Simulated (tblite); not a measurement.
**Question.** Write Cartesian coordinates for `CC1=C2C=CC2=CC(C(F)(F)F)=C1` as optimised with GFN2-xTB.

**Answer.** 
```
atom  x, y, z in Å
C1    -1.6382    2.1377   -0.1552
C2    -0.7926    0.9093   -0.0611
C3     0.6250    0.9975   -0.2070
C4     1.4380   -0.1013   -0.1320
C5     2.9240    0.0458   -0.2705
F6     3.5613   -0.1172    0.9084
F7     3.4571   -0.8685   -1.1015
F8     3.3056    1.2446   -0.7359
C9     0.9384   -1.4193    0.1070
C10   -0.4013   -1.4890    0.2437
C11   -1.2500   -0.3463    0.1591
C12   -2.4259   -1.2558    0.4001
C13   -1.6264   -2.3312    0.4815
H14   -1.4832    2.6282   -1.1152
H15   -1.3660    2.8434    0.6286
H16   -2.6903    1.8873   -0.0527
H17    1.0600    1.9701   -0.3846
H18    1.6147   -2.2572    0.1614
H19   -3.4822   -1.0874    0.4748
H20   -1.7731   -3.3799    0.6479
```

Orientation and origin are arbitrary. Atoms count from 1 in this order. The 4-membered ring C10–C11–C12–C13 has internal angles of 88.4° to 91.6° (sum 360°, against 360° for a flat polygon); it is planar, 0.00 Å rms from its mean plane, widest ring torsion 0°. The 11 C–C bonds span 1.343 Å (C12=C13, drawn double) to 1.506 Å (C11–C12, drawn single), a spread of 0.163 Å. Of the pairs four or more bonds apart, F8···H17 is among the closest relative to their van der Waals radii: 2.39 Å, 89 % of the sum of Bondi's values. The 6-membered ring C2–C3–C4–C9–C10–C11 has internal angles of 114.1° to 123.5° (sum 720°, against 720° for a flat polygon); it is planar, 0.00 Å rms from its mean plane, widest ring torsion 0°.

Bonds between heavy atoms (Å): C1–C2 1.494, C2–C3 1.428, C3–C4 1.369, C4–C5 1.500, C5–F6 1.350, C5–F7 1.346, C5–F8 1.341, C4–C9 1.430, C9–C10 1.348, C10–C11 1.426, C11–C12 1.506, C12=C13 1.343, C2–C11 1.354, C10–C13 1.506.

Structure optimised with GFN2-xTB, isolated species.

Point group: C1 (no symmetry element, even within 0.4 Å). Its lowest GFN2-xTB frequency is 13 cm⁻¹, too small to tell a flat minimum from a shallow saddle. 2 starts were optimised and ended at 0.00 and 0.04 kcal/mol (GFN2-xTB); the lowest of these is shown.

All values are computed, not measured.
